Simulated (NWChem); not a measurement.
System: C2H6B cation

Here is an NWChem input.

```
start job
memory heap 200 mb stack 900 mb global 1100 mb
charge 1
geometry units angstroms
  C      1.466204    -0.106198     0.030163
  B      0.000000     0.000000     0.000000
  C     -1.466204     0.106198    -0.030163
  H      1.842934    -0.949463    -0.561030
  H      1.964669     0.786687    -0.365843
  H      1.860749    -0.247786     1.043484
  H     -1.961793    -0.703582     0.518635
  H     -1.873220     0.074336    -1.047932
  H     -1.833339     1.039808     0.412687
end
basis spherical
  * library 6-31g*
end
dft
  xc b3lyp
  iterations 150
end
driver
  maxiter 120
end
task dft optimize
task dft freq
```

Output (shortened):

```
             Northwest Computational Chemistry Package (NWChem) 7.3.0
             --------------------------------------------------------

 D3  symmetry detected

                             Geometry "geometry" -> ""
                             -------------------------

 Output coordinates in angstroms (scale by  1.889725989 to convert to a.u.)

  No.       Tag          Charge          X              Y              Z
 ---- ---------------- ---------- -------------- -------------- --------------
    1 C                    6.0000    -0.00000000     0.00000000     1.47035438
    2 B                    5.0000    -0.00000000    -0.00000000     0.00000000
    3 C                    6.0000     0.00000000    -0.00000000    -1.47035438
    4 H                    1.0000    -0.77382636     0.65082221     1.89479913
    5 H                    1.0000    -0.17671538    -0.99556439     1.89479913
    6 H                    1.0000     0.95054175     0.34474218     1.89479913
    7 H                    1.0000     0.34474218     0.95054175    -1.89479913
    8 H                    1.0000    -0.99556439    -0.17671538    -1.89479913
    9 H                    1.0000     0.65082221    -0.77382636    -1.89479913

 Effective nuclear repulsion energy (a.u.)      61.2497192897

      Symmetry information
      --------------------

 Group name             D3
 Group number             12
 Group order               6
 No. of unique centers     3

                                Z-matrix (autoz)
                                --------

 Units are Angstrom for bonds and degrees for angles

      Type          Name      I     J     K     L     M      Value
      ----------- --------  ----- ----- ----- ----- ----- ----------
    1 Stretch                  1     2                       1.47035
    2 Stretch                  1     4                       1.09660
    3 Stretch                  1     5                       1.09660
    4 Stretch                  1     6                       1.09660
    5 Stretch                  2     3                       1.47035
    6 Stretch                  3     7                       1.09660
    7 Stretch                  3     8                       1.09660
    8 Stretch                  3     9                       1.09660
    9 Bend                     1     3     7               112.77140
   10 Bend                     1     3     8               112.77140
   11 Bend                     1     3     9               112.77140
   12 Bend                     2     1     4               112.77140
   13 Bend                     2     1     5               112.77140
   14 Bend                     2     1     6               112.77140
   15 Bend                     2     3     7               112.77140
   16 Bend                     2     3     8               112.77140
   17 Bend                     2     3     9               112.77140
   18 Bend                     3     1     4               112.77140
   19 Bend                     3     1     5               112.77140
   20 Bend                     3     1     6               112.77140
   21 Bend                     4     1     5               105.97883
   22 Bend                     4     1     6               105.97883
   23 Bend                     5     1     6               105.97883
   24 Bend                     7     3     8               105.97883
   25 Bend                     7     3     9               105.97883
   26 Bend                     8     3     9               105.97883
   27 Torsion                  4     1     3     7          69.86936
   28 Torsion                  4     1     3     8         -50.13064
   29 Torsion                  4     1     3     9        -170.13064
   30 Torsion                  1     4     2     3         180.00000
   31 Torsion                  5     1     3     7        -170.13064
   32 Torsion                  5     1     3     8          69.86936
   33 Torsion                  5     1     3     9         -50.13064
   34 Torsion                  1     5     2     3        -180.00000
   35 Torsion                  6     1     3     7         -50.13064
   36 Torsion                  6     1     3     8        -170.13064
   37 Torsion                  6     1     3     9          69.86936
   38 Torsion                  1     6     2     3        -180.00000
   39 Torsion                  1     2     7     3        -180.00000
   40 Torsion                  1     2     8     3        -180.00000
   41 Torsion                  1     2     9     3         180.00000

                           NWChem Geometry Optimization
                           ----------------------------

 maximum gradient threshold         (gmax) =   0.000450
 rms gradient threshold             (grms) =   0.000300
 maximum cartesian step threshold   (xmax) =   0.001800
 rms cartesian step threshold       (xrms) =   0.001200
 fixed trust radius                (trust) =   0.300000
 source of zmatrix                         =   autoz

          -------------------
          Energy Minimization
          -------------------

 Using diagonal initial Hessian
 Scaling for Hessian diagonals: bonds = 1.00  angles = 0.25  torsions = 0.10

          --------
          Step   0

                                 NWChem DFT Module
                                 -----------------

 Summary of "ao basis" -> "ao basis" (spherical)
 ------------------------------------------------------------------------------
       Tag                 Description            Shells   Functions and Types
 ---------------- ------------------------------  ------  ---------------------
 C                           6-31g*                  6       14   3s2p1d
 B                           6-31g*                  6       14   3s2p1d
 H                           6-31g*                  2        2   2s

      Symmetry analysis of basis
      --------------------------

        a1         12
        a2         10
        e          32

  Rotation of axis

[...]

      ----------------------
      Optimization converged
      ----------------------

  Step       Energy      Delta E   Gmax     Grms     Xrms     Xmax
  ---- ---------------- -------- -------- -------- -------- --------
@    3    -104.38544023 -2.4D-07  0.00006  0.00001  0.00033  0.00058
                                     ok       ok       ok       ok

                                Z-matrix (autoz)
                                --------

 Units are Angstrom for bonds and degrees for angles

[...]

 Rotational Constants
 --------------------
 A=   2.623399 cm-1  (  3.774401 K)
 B=   0.218416 cm-1  (  0.314245 K)
 C=   0.218416 cm-1  (  0.314245 K)

 Temperature                      =   298.15K
 frequency scaling parameter      =   1.0000

 Zero-Point correction to Energy  =   46.524 kcal/mol  (  0.074141 au)
 Thermal correction to Energy     =   49.734 kcal/mol  (  0.079255 au)
 Thermal correction to Enthalpy   =   50.326 kcal/mol  (  0.080199 au)

 Total Entropy                    =   65.370 cal/mol-K
   - Translational                =   37.048 cal/mol-K (mol. weight =  41.0563)
   - Rotational                   =   18.513 cal/mol-K (symmetry #  =        6)
   - Vibrational                  =    9.808 cal/mol-K

 Cv (constant volume heat capacity) =   15.669 cal/mol-K
   - Translational                  =    2.979 cal/mol-K
   - Rotational                     =    2.979 cal/mol-K
   - Vibrational                    =    9.710 cal/mol-K

[normal modes left out]

 ----------------------------------------------------------------------------
 Normal Eigenvalue ||           Projected Infra Red Intensities
  Mode   [cm**-1]  || [atomic units] [(debye/angs)**2] [(KM/mol)] [arbitrary]
 ------ ---------- || -------------- ----------------- ---------- -----------
    1       -0.000 ||    0.004417           0.102         4.306       1.012
    2       -0.000 ||    0.010435           0.241        10.173       2.392
    3       -0.000 ||    0.013538           0.312        13.198       3.103
    4       -0.000 ||    0.006608           0.152         6.441       1.514
    5        0.000 ||    0.013790           0.318        13.443       3.161
    6        0.000 ||    0.024282           0.560        23.672       5.565
    7       40.069 ||    0.000000           0.000         0.000       0.000
    8      269.848 ||    0.000002           0.000         0.002       0.000
    9      269.850 ||    0.000002           0.000         0.002       0.000
   10      655.659 ||    0.000028           0.001         0.028       0.007
   11      655.659 ||    0.000028           0.001         0.028       0.007
   12      751.397 ||    0.000000           0.000         0.000       0.000
   13      927.816 ||    0.093606           2.160        91.252      21.454
   14      927.817 ||    0.093606           2.160        91.251      21.454
   15     1277.288 ||    0.007110           0.164         6.931       1.630
   16     1351.142 ||    0.000000           0.000         0.000       0.000
   17     1397.228 ||    0.005915           0.136         5.766       1.356
   18     1397.228 ||    0.005916           0.136         5.767       1.356
   19     1405.311 ||    0.030532           0.704        29.765       6.998
   20     1405.312 ||    0.030533           0.704        29.765       6.998
   21     1498.854 ||    0.500954          11.557       488.355     114.814
   22     3002.663 ||    0.199110           4.594       194.102      45.634
   23     3012.784 ||    0.000000           0.000         0.000       0.000
   24     3077.357 ||    0.063616           1.468        62.016      14.580
   25     3077.360 ||    0.063624           1.468        62.024      14.582
   26     3079.414 ||    0.005207           0.120         5.076       1.193
   27     3079.415 ||    0.005196           0.120         5.066       1.191
 ----------------------------------------------------------------------------
```

Level: B3LYP/6-31G* (spherical d).
